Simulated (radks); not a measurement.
Values are calculated unless marked as measured or tabulated.
Question: As XXXI, configuration [He] 2s1 (the NIST ground configuration). Level of theory: scalar-relativistic Kohn-Sham, LB94 model potential, spin-polarised, spherical densities, finite nucleus; open shells are filled with parallel spins first; Fermi nuclear charge, rms radius 4.0968 fm (a radial shooting solver on a logarithmic mesh with Libxc functionals). Some entries of the table are withheld. Estimate them.

orbital  occ.  eigenvalue (hartree)  r(max) (bohr)
1s up       1             -522.3469            (1)
1s down     1             -522.2001            (2)
2s down     0             -125.7233            (3)
2s up       1             -125.2433            (4)
2p down     0             -122.8321         0.1243
2p up       0             -121.9738         0.1251
3s down     0             -55.00665         0.4067
3s up       0             -54.94492         0.4074

Answer: 
(1) 1s up r(max) (bohr): 0.02967
(2) 1s down r(max) (bohr): 0.02969
(3) 2s down r(max) (bohr): 0.1598
(4) 2s up r(max) (bohr): 0.1606
